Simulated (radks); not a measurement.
Problem. Ag18+, configuration [Ar] 3d10 4s1. All-electron calculation, scalar-relativistic Kohn-Sham, PBEsol, spin-polarised, spherical densities, point nucleus; open shells are filled with parallel spins first (spin-orbit coupling, left out, can overturn this in heavy ions). Program: a radial shooting solver on a logarithmic mesh with Libxc functionals. Some entries of the table are withheld. Estimate them.

orbital  occ.  eigenvalue (eV)  <r^2> (bohr^2)
1s up       1        -25808.86        0.001309
1s down     1        -25808.42        0.001309
2s up       1        -4209.268         0.02142
2s down     1        -4208.963         0.02142
2p up       3        -3827.598         0.01686
2p down     3        -3827.289         0.01686
3s up       1        -1142.171          0.1516
3s down     1        -1141.531          0.1514
3p up       3        -1016.351          0.1518
3p down     3        -1015.675          0.1515
3d up       5        -819.6922          0.1343
3d down     5        -819.0445          0.1338
4s up       1        -490.6153             (1)
4s down     0        -486.1547             (2)
4p up       0        -446.5258          0.7408
4p down     0        -442.0159          0.7383
5s up       0              (3)           2.086

Solution. 
(1) 4s up <r^2> (bohr^2): 0.6893
(2) 4s down <r^2> (bohr^2): 0.6871
(3) 5s up eigenvalue (eV): -274.1970
